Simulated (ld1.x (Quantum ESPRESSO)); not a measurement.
**Ranking ultrasoft potentials for Co**

All share these settings but for the change named:

Co (Z = 27), ultrasoft, made with ld1.x (Quantum ESPRESSO) 7.5 (PBE, scalar-relativistic). Core [Ar], reference 3d7 4s2 4p0. Waves: 4s (bound): rcut 2.05, rcutus 2.60 bohr; 4s channel at 0.05 Ry: rcut 2.05, rcutus 2.60 bohr; 4p (bound, empty): rcut 2.30, rcutus 2.65 bohr; 4p channel at 0.5 Ry: rcut 2.30, rcutus 2.65 bohr; 3d (bound): rcut 1.25, rcutus 1.70 bohr; 3d channel at -0.15 Ry: rcut 1.25, rcutus 1.70 bohr. Local part: all-electron potential smoothed inside 1.45 bohr (lloc = -2). Core correction: none. Augmentation charge: PSQ, radius 1.25 bohr.

Cutoff: the first of the cutoffs (Ry, on a coarse ladder) from which the occupation-weighted sum of valence levels, in a spherical-Bessel basis at the reference potential, stays within 10 and 1 mRy of its value at 400 Ry; the density cutoff is not measured.

The base gives 35 Ry.

Of 8 variants that were run, those that failed, showed a ghost or another fault, or gave nearly equal values are left out.

A variant can come out equal or close to the base.

**Question.** Rank these variants from softest to hardest (loose cutoff).
A. waves 3d (bound): rcut 1.25, rcutus 1.94 bohr; 3d channel at -0.15 Ry: rcut 1.25, rcutus 1.94 bohr
B. waves 3d (bound): rcut 1.25, rcutus 1.48 bohr; 3d channel at -0.15 Ry: rcut 1.25, rcutus 1.48 bohr
C. waves 3d (bound): rcut 1.25, rcutus 1.72 bohr; 3d channel at -0.15 Ry: rcut 1.25, rcutus 1.72 bohr
D. waves 3d (bound): rcut 1.25, rcutus 2.30 bohr; 3d channel at -0.15 Ry: rcut 1.25, rcutus 2.30 bohr
E. waves 3d (bound): rcut 1.25, rcutus 2.16 bohr; 3d channel at -0.15 Ry: rcut 1.25, rcutus 2.16 bohr

**Answer.** D (18 Ry), E (21 Ry), A (30 Ry), C (35 Ry), B (50 Ry).
